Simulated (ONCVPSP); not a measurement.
## What one change does to a pseudopotential (P, ONCV)

```
Element                 : phosphorus (P)
Generator               : ONCVPSP 4.0.1
Type                    : optimised norm-conserving Vanderbilt (ONCV)
Functional              : PBE
Relativity              : scalar-relativistic
Frozen core             : [Ne]
Valence charge          : 5
Reference configuration : 3s2 3p3
Partial waves           : 3s: rc 1.50 bohr, ncon 4, nbas 7, qcut 4.4 1/bohr, 2 projectors, debl 1.8 Ha; 3p: rc 1.30 bohr, ncon 4, nbas 8, qcut 6.9 1/bohr, 2 projectors, debl 2.5 Ha
Local potential         : polynomial inside 0.95 bohr (lpopt 1, dvloc0 0 Ha)
Core correction         : none
```

Change: all radii scaled by about 1.04 (s 1.56, p 1.36 bohr); local potential polynomial inside 0.98 bohr (lpopt 1, dvloc0 0 Ha).

Cutoffs: the cutoffs (Ha) at which the residual kinetic energy of the hardest occupied pseudo-wave falls to 1 and 0.1 mHa per electron; they do not see the model core or the augmentation charge, which bear on the density cutoff. Errors are all-electron minus pseudo energies relative to the spin-unpolarised reference configuration.

Question: How do hardness, ghosts and transferability respond?

Answer: The potential gets softer (19 Ha and 99 Ha → 10 Ha and 42 Ha); the bound ghost in p disappears; of the 4 tests that both files solve, the error grows in 0 and shrinks in 1 by more than 15 % and 0.3 meV (median size 9.3 → 10.0 meV). A larger radius leaves more room for a smooth pseudo-wave, so fewer plane waves are needed.

| quantity | base | changed |
| --- | --- | --- |
| cutoff, loose | 19 Ha | 10 Ha |
| cutoff, tight | 99 Ha | 42 Ha |
| loose cutoff by channel | s 10 Ha, p 19 Ha | s 10 Ha, p 5.9 Ha |
| bound ghosts | p | none |
| GHOST(+) flags under 300 eV | s at 128.9 eV | s at 131.2 eV |
| error for 3s2 3p2, meV [ΔE 9.73 eV] | -1.0 | -0.8 |
| error for 3s2 3p1, meV [ΔE 28.88 eV] | -1.0 | +0.3 |
| error for 3s2 3p0, meV [ΔE 58.62 eV] | +18 | +19 |
| error for 3s1 3p0, meV [ΔE 110.62 eV] | +168 | +174 |

 A true bound ghost makes a file unfit for plane-wave use even where its test errors are small: the radial tests pick states by their node count and pass the ghost by.
